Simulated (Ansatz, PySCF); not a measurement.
This triplet is an excited state, 1.84 eV above the relaxed singlet at the level B3LYP-D3(BJ)/def2-TZVP (PySCF).

Species: C2H3ClGe, SMILES `C=[CH][Ge][Cl]` (excited triplet; C–C–Ge–Cl torsion 0°) (charge 0, multiplicity 3).

Problem. Give a relaxed geometry from B3LYP-D3(BJ)/def2-TZVP (Ansatz, a first-principles code).

Solution. One answer among several that fit: the end point of this relaxation, one of several conformers (outside a Z-matrix the atoms follow the SMILES, hydrogens last).
Cartesian coordinates (Å) in one orientation:
```xyz
7

C     -0.982     0.252    -0.012
C     -0.127    -0.773    -0.063
Ge     1.803    -0.550     0.015
Cl     2.461     1.527     0.195
H     -2.051     0.070    -0.060
H     -0.663     1.281     0.077
H     -0.440    -1.806    -0.152
```
